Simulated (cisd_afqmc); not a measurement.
Input (AFQMC/CISD/def2-TZVPP; cisd_afqmc is a phaseless AFQMC code with CISD trial states that reads the integrals written by Ansatz):

Ansatz 0.2 input:
```python
import cisd_afqmc

open("ham.yaml", "w").write("""\
crystal:
  periodic: [false, false, false]
  atoms:
    - {symbol: C, position_ang: [0.00000000, 0.00000000, 0.00000000]}
basis:
  gaussian:
    orbitals: def2-TZVPP
magnetization: {spin_polarized: true, initial_magnetization: 2}
correlation: {method: ccsd, electrons: outside_noble_gas, hamiltonian_folder: ham}
scf: {lower_state_search: full}
""")
rep = cisd_afqmc.ansatz("ham.yaml")
e_ccsd = rep["correlation"]["coupled_cluster"]["energy"]["hartree"]
out = cisd_afqmc.run("ham", e_ccsd, trial="CISD", walkers=2000, populations=1, threads=12, dt=0.005, steps=40, early=24, settle=10, least=100,
    cut=5e-5, rank_cut=2e-4, target=0.0004, seconds=1000, seed=4, memory=62639, gpu=True)
```

Output:

```
orbitals 30, occupied [3, 1], factors 141 of 190, rank of the doubles 77 of 110
E(HF) = -37.692479
E(CCSD) on the cut factors = -37.778989, shift to the whole factors -0.000010
Energy of the trial state on the determinant = -37.778970
  tau behind 7.2 of longer steps, mean of the populations' last blocks
   2.0  -37.78133
   4.0  -37.78137
   6.0  -37.78159
   8.0  -37.78147
  10.0  -37.78165
  12.0  -37.78171
  14.0  -37.78112
  16.0  -37.78072
  18.0  -37.78154
  20.0  -37.78117
  22.0  -37.78136
blocks 93 (7 outliers left out), error by blocks joined: 1: 0.00007, 2: 0.00008, 4: 0.00008
E(AFQMC/CISD) = -37.78137 +/- 0.00008
```

The error still grows at the longest joins of blocks, or few joins were possible, so the printed bar may be too narrow.
